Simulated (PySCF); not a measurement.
## ²⁹Si chemical shifts

[PySCF 2.14: σ from GIAO-PBE0/pcSseg-1; GFN2-xTB structure; one conformer; averaged over atoms made equivalent by symmetry, fast rotation or ring inversion; no relativistic terms; isolated molecule]

Shieldings were converted by a linear fit to measured shifts: ²⁹Si: δ = 279.94 − 0.822σ (rms 8.9 ppm, 72 shifts, 25.8 ppm with the 6 outliers that the fit left out vs TMS, solution or neat liquid). Occasional misses reach two or three times the rms, and more in compound classes unlike the fitted ones.

Give the ²⁹Si shifts of `O[SiH2][SiH2]N[SiH2][SiH3]`, `N[SiH2][Si@@H]([SiH3])[SiH2]O`, `N[Si@H]([SiH3])O[SiH2][SiH3]`, `[SiH3]n1nncc1C1CC1`, `C=C1[C@@H](OC=O)[C@@H]1O[SiH2]F`, `N#C[Si]1(S[SiH3])[SiH2]C[SiH2]1`, `[SiH3]N[SiH2][SiH2]O[SiH3]`, `C#C[Si@@H]1[Si@H](N)S[Si@H]1[SiH3]`, `C#C[Si@@H](N)[SiH3]`.

## Answers


```
                                                     compound                                                     environment  δ (ppm)
                 [OH:1][SiH2:2][SiH2:3][NH:4][SiH2:5][SiH3:6]                               Si2: silicon bonded to O, Si, 2 H    -28.3
                 [OH:1][SiH2:2][SiH2:3][NH:4][SiH2:5][SiH3:6]                               Si5: silicon bonded to N, Si, 2 H    -45.3
                 [OH:1][SiH2:2][SiH2:3][NH:4][SiH2:5][SiH3:6]                               Si3: silicon bonded to N, Si, 2 H    -48.5
                 [OH:1][SiH2:2][SiH2:3][NH:4][SiH2:5][SiH3:6]                                  Si6: silicon bonded to Si, 3 H   -107.5
             [NH2:1][SiH2:2][Si@@H:3]([SiH3:4])[SiH2:5][OH:6]                               Si5: silicon bonded to O, Si, 2 H    -15.1
             [NH2:1][SiH2:2][Si@@H:3]([SiH3:4])[SiH2:5][OH:6]                               Si2: silicon bonded to N, Si, 2 H    -45.7
             [NH2:1][SiH2:2][Si@@H:3]([SiH3:4])[SiH2:5][OH:6]                                  Si4: silicon bonded to Si, 3 H    -99.5
             [NH2:1][SiH2:2][Si@@H:3]([SiH3:4])[SiH2:5][OH:6]                                  Si3: silicon bonded to 3 Si, H   -128.6
               [NH2:1][Si@H:2]([SiH3:3])[O:4][SiH2:5][SiH3:6]                              Si2: silicon bonded to N, O, Si, H    -19.5
               [NH2:1][Si@H:2]([SiH3:3])[O:4][SiH2:5][SiH3:6]                               Si5: silicon bonded to O, Si, 2 H    -33.5
               [NH2:1][Si@H:2]([SiH3:3])[O:4][SiH2:5][SiH3:6]                                  Si6: silicon bonded to Si, 3 H   -105.5
               [NH2:1][Si@H:2]([SiH3:3])[O:4][SiH2:5][SiH3:6]                                  Si3: silicon bonded to Si, 3 H   -109.5
                                           [SiH3]n1nncc1C1CC1                                        silicon bonded to N, 3 H    -51.0
                              C=C1[C@@H](OC=O)[C@@H]1O[SiH2]F                                     silicon bonded to F, O, 2 H    -24.8
    [N:1]#[C:2][Si:3]1([S:4][SiH3:5])[SiH2:6][CH2:7][SiH2:8]1         Si3: silicon bonded to C, S, 2 Si, in a 4-membered ring    -15.9
    [N:1]#[C:2][Si:3]1([S:4][SiH3:5])[SiH2:6][CH2:7][SiH2:8]1  Si6/8: silicon bonded to C, Si, 2 H, in a 4-membered ring (×2)    -38.8
    [N:1]#[C:2][Si:3]1([S:4][SiH3:5])[SiH2:6][CH2:7][SiH2:8]1                                   Si5: silicon bonded to S, 3 H    -55.5
                  [SiH3:1][NH:2][SiH2:3][SiH2:4][O:5][SiH3:6]                               Si4: silicon bonded to O, Si, 2 H    -32.4
                  [SiH3:1][NH:2][SiH2:3][SiH2:4][O:5][SiH3:6]                                   Si6: silicon bonded to O, 3 H    -42.8
                  [SiH3:1][NH:2][SiH2:3][SiH2:4][O:5][SiH3:6]                                   Si1: silicon bonded to N, 3 H    -50.4
                  [SiH3:1][NH:2][SiH2:3][SiH2:4][O:5][SiH3:6]                               Si3: silicon bonded to N, Si, 2 H    -52.6
[CH:1]#[C:2][Si@@H:3]1[Si@H:4]([NH2:5])[S:6][Si@H:7]1[SiH3:8]        Si4: silicon bonded to N, S, Si, H, in a 4-membered ring     -9.6
[CH:1]#[C:2][Si@@H:3]1[Si@H:4]([NH2:5])[S:6][Si@H:7]1[SiH3:8]         Si7: silicon bonded to S, 2 Si, H, in a 4-membered ring    -40.2
[CH:1]#[C:2][Si@@H:3]1[Si@H:4]([NH2:5])[S:6][Si@H:7]1[SiH3:8]         Si3: silicon bonded to C, 2 Si, H, in a 4-membered ring    -46.4
[CH:1]#[C:2][Si@@H:3]1[Si@H:4]([NH2:5])[S:6][Si@H:7]1[SiH3:8]                                  Si8: silicon bonded to Si, 3 H    -96.5
                       [CH:1]#[C:2][Si@@H:3]([NH2:4])[SiH3:5]                              Si3: silicon bonded to C, N, Si, H    -53.7
                       [CH:1]#[C:2][Si@@H:3]([NH2:4])[SiH3:5]                                  Si5: silicon bonded to Si, 3 H   -103.1
```
